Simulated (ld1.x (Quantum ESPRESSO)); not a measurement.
## Hg: one change to a TM potential, before and after

Hg (Z = 80), norm-conserving Troullier–Martins (Kleinman–Bylander form), made with ld1.x (Quantum ESPRESSO) 7.5 (PBE, scalar-relativistic). Core [Kr] 4d10 4f14 5s2, reference 5p6 5d10 6s2 6p0. Waves: 5p (bound): rc 1.00 bohr; 5d (bound): rc 1.45 bohr; 6s (bound): rc 1.75 bohr. Local part: the s channel. Core correction: a·sin(br)/r model core, default radius (core density twice the valence density).

Change: wave 5d (bound): rc 1.45 bohr becomes 5d (bound): rc 1.02 bohr.

Cutoffs: the cutoffs (Ry, on a coarse ladder) from which the occupation-weighted sum of valence levels, in a spherical-Bessel basis at the reference potential, stays within 10 and 1 mRy of its value at 400 Ry; they do not see the model core or the augmentation charge, which bear on the density cutoff. Errors are all-electron minus pseudo energies relative to the spin-unpolarised reference configuration.

Predict the effect on cutoff, ghosts and configuration errors.

The potential gets neither clearly harder nor softer (160 Ry and 260 Ry → 180 Ry and 260 Ry); the errors of the 7 common tests hardly move; neither file shows a bound ghost.

| quantity | base | changed |
| --- | --- | --- |
| cutoff, loose | 160 Ry | 180 Ry |
| cutoff, tight | 260 Ry | 260 Ry |
| loose cutoff by channel (10 mRy a level) | p 90 Ry, d 40 Ry, s 21 Ry | p 90 Ry, d 110 Ry, s 21 Ry |
| bound ghosts | none | none |
| error for 5p6 5d10 6s1 6p0, meV [ΔE 10.69 eV] | -8.3 | -8.3 |
| error for 5p6 5d10 6s0 6p0, meV [ΔE 29.66 eV] | -38 | -38 |
| error for 5p6 5d9 6s0 6p0, meV [ΔE 65.19 eV] | -84 | -81 |
| error for 5p6 5d10 6s1.5 6p0, meV [ΔE 4.36 eV] | -2.4 | -2.4 |
| error for 5p5 5d10 6s2 6p0, meV [ΔE 73.27 eV] | -224 | -220 |
| error for 5p6 5d10 6s1 6p1, meV [ΔE 6.04 eV] | -531 | -531 |
| error for 5p6 5d10 6s0 6p2, meV [ΔE 12.58 eV] | -1360 | -1360 |
| s: phases at 1.89 bohr within 0.05 rad from the reference energy up to (Ry; the scan ends near 5) | 0.4 | 0.4 |
| p: phases at 1.89 bohr within 0.05 rad from the reference energy up to (Ry; the scan ends near 5) | -1.4 | -1.4 |
| d: phases at 1.89 bohr within 0.05 rad from the reference energy up to (Ry; the scan ends near 5) | 2.8 | 2.8 |
